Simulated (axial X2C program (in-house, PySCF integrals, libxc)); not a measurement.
TeS⁻: properties at the nuclei

Computed with an in-house all-electron X2C program for linear molecules (integrals from PySCF): two-component X2C with atomic mean-field Coulomb and Gaunt terms, Gaussian nuclei, basis Te dyall-acv3z, S dyall-av3z with contracted cores.

R = 2.339 Å (near the PBE0 minimum at charge -1 of the determinant lowest at the starting distance; the state shown can have its own minimum elsewhere).

Determinant lowest in the PBE0 search, Ω = 3/2 (⟨Sz⟩ = 0.50, ⟨Lz⟩ = 1.00 at PBE0), spin on the atoms Te 0.30, S 0.20:

```csv
level,Eeff magnitude (GV/cm),Ws magnitude Te (kHz),A∥/gI Te (MHz),qzz Te (a.u.),A∥/gI S (MHz),qzz S (a.u.)
PBE0,0.658,0.338,319,6.48,107,2.12
HF,2.03,0.896,385,5.64,111,2.39
r2SCAN,0.764,0.376,356,6.62,115,2.07
BHandHLYP,0.763,0.386,350,6.57,117,2.19
LDA,0.216,0.152,331,6.62,108,2.10
```

Determinant 0.29 eV from it at PBE0 and this distance, Ω = 1/2 (⟨Sz⟩ = -0.49, ⟨Lz⟩ = 0.99 at PBE0), spin on the atoms Te -0.25, S -0.24:

| level | Eeff magnitude (GV/cm) | Ws magnitude Te (kHz) | A∥/gI Te (MHz) | qzz Te (a.u.) | A∥/gI S (MHz) | qzz S (a.u.) |
| --- | --- | --- | --- | --- | --- | --- |
| PBE0 | 1.16 | 1.09 | 2090 | 6.66 | 542 | 1.92 |
| HF | 0.824 | 1.4 | 1330 | 8.00 | 546 | 1.54 |
| r2SCAN | 0.897 | 0.809 | 1900 | 6.66 | 478 | 1.92 |
| BHandHLYP | 0.999 | 0.871 | 1960 | 7.04 | 547 | 1.89 |
| LDA | 1.62 | 1.69 | 2130 | 6.65 | 554 | 1.95 |

Eeff is the effective electric field on the electron electric dipole moment in this Ω state and Ws the scalar–pseudoscalar constant of the nucleus named (defined with the proton number Z and per Ω); A∥ (defined per Ω) follows by multiplying with gI = μI/(I μN); qzz is the electric field gradient, eQq0 = 234.96 MHz × Q/barn × qzz. The operators were transformed with the bare-nucleus X2C matrices; with these basis sets, hyperfine constants and field gradients can be off by tens of per cent, and where levels differ in sign neither size nor sign is settled.

(1) With gI(125Te) = -1.7770, gI(33S) = 0.4292, Q(33S) = -0.0694 barn (g factors from the IAEA table of nuclear moments by Stone; Q from Pyykkö, Mol. Phys. 2018), turn the PBE0 values of the first state into constants in MHz.

Each state is one determinant with collinear spin. Unrestricted Hartree–Fock can overshoot spin polarisation at the nuclei. In the state Ω = 1/2 the sign of Eeff differs between levels (HF against PBE0). For an anion, determinants above electron detachment, or with a positive highest level, are held by the basis set. Where Eeff spreads by more than a factor of two the levels disagree and none is to be relied on. The search compared states at one distance, so a state with another bond length can lie lower. The sign of Ws at Te differs between levels in the second state. Further determinants of the search, some of them spin-mixed, are not shown. PBE0 term energies can be off by some tenths of an eV.

Results:

(1) A∥(125Te) = 319 × -1.7770 = -567 MHz; A∥(33S) = 107 × 0.4292 = 45.9 MHz; eQq0(33S) = 234.96 × (-0.0694) × (2.12) = -34.6 MHz.
